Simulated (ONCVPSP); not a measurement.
## rhenium (Re): excitation energies, all-electron against ONCV

Re, optimised norm-conserving Vanderbilt (ONCV), made with ONCVPSP 4.0.1 (PBE, scalar-relativistic). Core [Kr] 4d10 4f14, reference 5s2 5p6 5d5 6s2. Waves: 5s+6s: rc 1.95 bohr, ncon 3, nbas 8, qcut 6.2 1/bohr, 2 projectors; 5p: rc 1.95 bohr, ncon 3, nbas 6, qcut 7.1 1/bohr, 2 projectors, debl 3.1 Ha; 5d: rc 1.50 bohr, ncon 4, nbas 7, qcut 6.9 1/bohr, 2 projectors, debl 1 Ha. Local part: polynomial inside 1.15 bohr (lpopt 5, dvloc0 0 Ha). Core correction: none.

Energies are relative to the spin-unpolarised reference configuration 5s2 5p6 5d5 6s2; without spin polarisation the order of configurations can differ from experiment.

Task: Give the all-electron excitation energy and the error of the potential for: 5s2 5p6 5d5 6s1; 5s2 5p6 5d5 6s0; 5s2 5p6 5d4 6s0; 5s2 5p5 5d5 6s2.

Result:

```tsv
valence configuration	charge	ΔE all-electron (eV)	error AE − PS (meV)
5s2 5p6 5d5 6s1	+1	9.248	-3.8
5s2 5p6 5d5 6s0	+2	25.571	-10
5s2 5p6 5d4 6s0	+3	52.699	-7.8
5s2 5p5 5d5 6s2	+1	52.917	-155
```

Levels in the configuration 5s2 5p6 5d5 6s0:

```json
{"level": "5s", "all-electron (eV)": "-101.870", "pseudo (eV)": "-101.974"}
{"level": "5p", "all-electron (eV)": "-63.657", "pseudo (eV)": "-63.688"}
{"level": "5d", "all-electron (eV)": "-21.416", "pseudo (eV)": "-21.407"}
```

Note: no bound ghost flagged; GHOST(+) flagged for s at 63.6 eV.
